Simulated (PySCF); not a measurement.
## Bond curve of CsSe⁺

Set-up: Cs def2-SVP with ECP46, Se def2-SVP; scalar-relativistic core potentials (PySCF 2.14). Energies in eV from Cs⁺ + Se in their ground configurations at the same level. State: ³Σ⁻ (triplet), unpaired electrons π ↑↑.

```
R (Å)  UHF-MP2      UHF  r²SCAN0     MN15
3.337  -0.0911   0.0295  -0.1079  -0.1882
3.492  -0.2105  -0.1091  -0.2123  -0.2865
3.647  -0.2724  -0.1873  -0.2644  -0.3341
3.764  -0.2943  -0.2198  -0.2815  -0.3483
3.880  -0.3021  -0.2369  -0.2861  -0.3498
3.996  -0.3005  -0.2434  -0.2822  -0.3431
4.152  -0.2891  -0.2412  -0.2691  -0.3255
4.346  -0.2670  -0.2281  -0.2457  -0.2961
4.578  -0.2367  -0.2058  -0.2147  -0.2572
```

Put a parabola through the three lowest points of the UHF-MP2 curve and estimate Re, k and ωe (reduced mass 49.91 u; 1 eV/Å² = 0.16022 mdyn/Å; ωe = 1302.8·√(k/μ) cm⁻¹).

Through R = 3.764, 3.88, 3.996 Å the second-order coefficient is 0.349 eV/Å², so Re ≈ 3.918 Å, k ≈ 0.112 mdyn/Å and ωe ≈ 62 cm⁻¹. A polynomial fit of higher order to the unrounded UHF-MP2 energies gives Re = 3.913 Å, k = 0.0988 mdyn/Å, ωe = 58.0 cm⁻¹; anharmonicity and rounding make the difference.

The higher-order fit for each curve: UHF-MP2: Re = 3.913 Å, ωe = 58.0 cm⁻¹, De = 0.302 eV; UHF: Re = 4.037 Å, ωe = 50.4 cm⁻¹, De = 0.244 eV; r²SCAN0: Re = 3.878 Å, ωe = 58.1 cm⁻¹, De = 0.286 eV; MN15: Re = 3.839 Å, ωe = 62.1 cm⁻¹, De = 0.350 eV.

Correlated steps freeze 9 core orbitals. The bond is weak. Basis-set superposition, not corrected here, can be much of De in a small basis, most of all at correlated wavefunction levels. Spin–orbit coupling is left out, which matters for elements this heavy, above all for dissociation energies. For an ion De counts to the pair picked by the measured ionisation energies or electron affinities, which need not be the lowest pair at this level. The state is the lowest determinant that a PBE0 search found; another state may lie lower at other levels.
